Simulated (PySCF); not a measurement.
PySCF job for Al(OH)2(NH2) (AlH₄NO₂), SMILES [Al]([OH])([OH])[NH2], PBE0/pcSseg-1. Geometry: B3LYP-D3(BJ)/def2-SVP. The values are those of a single conformer.

```python
import numpy as np
from pyscf import gto, scf, dft
from pyscf.prop.nmr import rks as nmr

mol = gto.M(
    atom='''
    Al   -0.00235143    0.02016453    0.00000000
    O    -1.41417538    0.97477560    0.00000000
    H    -2.32280802    0.66596283    0.00000000
    O     1.51073942    0.79990965    0.00000000
    H     1.61144800    1.75527035    0.00000000
    N    -0.00698278   -1.74657089    0.00000000
    H     0.84038472   -2.30541795    0.00000000
    H    -0.82208904   -2.34943987    0.00000000
    ''',
    basis='pcSseg-1',
    charge=0,
    spin=0,
    max_memory=1600,
    verbose=3,
)
mf = dft.RKS(mol, xc='pbe0')
mf.grids.level = 3
mf.conv_tol = 1e-10
mf.max_cycle = 100
mf.kernel()
n = nmr.NMR(mf)
n.verbose = 2
n.max_cycle_cphf = 60
sigma = n.kernel()
print('atom   isotropic/ppm   span/ppm')
for i, s in enumerate(sigma):
    w = np.linalg.eigvalsh((s + s.T) / 2)
    print(f'{mol.atom_symbol(i):2s}{i + 1:3d} {w.mean():14.3f} {w[2] - w[0]:11.3f}')
```

Log of the run:

```
converged SCF energy = -449.817729171084
atom   isotropic/ppm   span/ppm
Al  1        451.606     105.248
O   2        328.058      53.331
H   3         30.205      22.037
O   4        333.576      52.184
H   5         30.210      22.602
N   6        269.243      52.932
H   7         31.225      19.198
H   8         31.555      18.872
```

The run converged.
